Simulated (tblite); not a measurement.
Compound: C6H8P2.
Bonds: C1–C2, C2–C3 (aromatic), C3–C4 (aromatic), C4–P5 (aromatic), P5–C6 (aromatic), C6–C7, C6–P8 (aromatic), C2–P8 (aromatic). Hydrogens: H9, H10, H11 on C1; H12 on C3; H13 on C4; H14, H15, H16 on C7.

Computed with GFN2-xTB (tblite), gas phase: L-BFGS steps from a force-field or distance-geometry start until the largest atomic force falls under 0.01 eV/Å.

Step 0: E = -594.6035 eV
```
atom  x, y, z in Å  |  force x, y, z in eV/Å
C1     -2.2272   -1.4401    0.1985   -0.244   0.164   0.016
C2     -1.1101   -0.5092   -0.1690    1.442   0.661  -1.303
C3     -1.3341    0.8792   -0.2106    0.223   0.270   0.372
C4     -0.4754    1.9463   -0.5550    0.824  -1.860  -0.831
P5      1.2644    1.7396   -1.0747   -1.477  -0.761   2.509
C6      1.5862    0.1378   -0.2357   -1.206   0.129  -1.665
C7      2.8984   -0.1054    0.4400   -0.064   0.012  -0.042
P8      0.5032   -1.2656   -0.6912   -0.686   1.895   2.251
H9     -2.9526   -1.4839   -0.6215   -0.014  -0.022   0.160
H10    -2.7502   -1.0793    1.1039    0.239  -0.057  -0.447
H11    -1.8892   -2.4557    0.4042    0.151   0.125  -0.111
H12    -2.3612    1.1965    0.0598    0.625  -0.212   0.129
H13    -0.8679    2.9560   -0.5386    0.098  -0.210  -0.308
H14     2.8131   -0.9084    1.1843   -0.095   0.136  -0.274
H15     3.2393    0.7971    0.9708   -0.153  -0.218  -0.327
H16     3.6558   -0.3961   -0.2766    0.336  -0.051  -0.128
```

Step 1: E = -594.9754 eV
```
atom  x, y, z in Å  |  force x, y, z in eV/Å
C1     -2.2306   -1.4377    0.1987    0.369   0.266  -0.311
C2     -1.0895   -0.4998   -0.1876    0.295   0.323  -0.754
C3     -1.3309    0.8830   -0.2053    0.168  -0.052   0.284
C4     -0.4636    1.9197   -0.5668   -0.016  -0.564  -0.577
P5      1.2433    1.7287   -1.0388   -0.686  -0.270   1.912
C6      1.5689    0.1396   -0.2595   -0.339   0.060  -0.839
C7      2.8974   -0.1052    0.4393   -0.310  -0.020  -0.556
P8      0.4934   -1.2385   -0.6591   -0.473   0.991   1.852
H9     -2.9528   -1.4842   -0.6192   -0.047  -0.005   0.088
H10    -2.7468   -1.0801    1.0975    0.181   0.069  -0.257
H11    -1.8870   -2.4539    0.4027    0.132   0.180  -0.118
H12    -2.3522    1.1935    0.0617    0.473  -0.146   0.177
H13    -0.8665    2.9530   -0.5430    0.377  -0.806  -0.361
H14     2.8117   -0.9065    1.1804   -0.153   0.083  -0.236
H15     3.2371    0.7940    0.9661   -0.168  -0.102  -0.279
H16     3.6606   -0.3968   -0.2784    0.196  -0.007  -0.024
```

**Question.** Estimate the geometry and energy of step 2. (The exact step hangs on the optimiser's Hessian estimate; all steps are aligned on step 1, rigid shifts and turns removed.)

**Answer.** E = -595.2948 eV, largest force 1.426 eV/Å
```
atom  x, y, z in Å  |  force x, y, z in eV/Å
C1     -2.2203   -1.4279    0.1887    0.451   0.173  -0.390
C2     -1.0701   -0.4847   -0.2211   -1.221   0.116   0.108
C3     -1.3239    0.8831   -0.1935   -0.067  -0.081   0.019
C4     -0.4585    1.8887   -0.5913   -1.101   0.232  -0.069
P5      1.2109    1.7148   -0.9594    0.850   0.906   0.701
C6      1.5497    0.1425   -0.2982    0.696  -0.108   0.367
C7      2.8869   -0.1058    0.4209   -0.209  -0.050  -0.588
P8      0.4733   -1.1933   -0.5834    0.210  -0.936   1.022
H9     -2.9544   -1.4845   -0.6153   -0.022   0.026  -0.012
H10    -2.7393   -1.0782    1.0861    0.241   0.180  -0.188
H11    -1.8817   -2.4472    0.3980    0.175   0.242  -0.157
H12    -2.3325    1.1873    0.0683    0.090  -0.025   0.274
H13    -0.8535    2.9252   -0.5569    0.343  -0.720  -0.397
H14     2.8061   -0.9029    1.1708   -0.240   0.106  -0.334
H15     3.2305    0.7892    0.9548   -0.253  -0.069  -0.332
H16     3.6692   -0.3974   -0.2801    0.058   0.009  -0.025
```

The energy changes by -0.3193 eV. The first-order estimate −F·Δx gives -0.5673 eV and the mean of the old and new forces, exact on a quadratic surface, -0.3123 eV. The step makes an angle of 7° with the force vector and moves no atom by more than 0.090 Å.

The cost below is that of the whole relaxation. Time: 0.45 s. Hardware: one thread of an Arm Neoverse V1, no GPU, shared host with 32 logical CPUs at a one-minute load of 21.
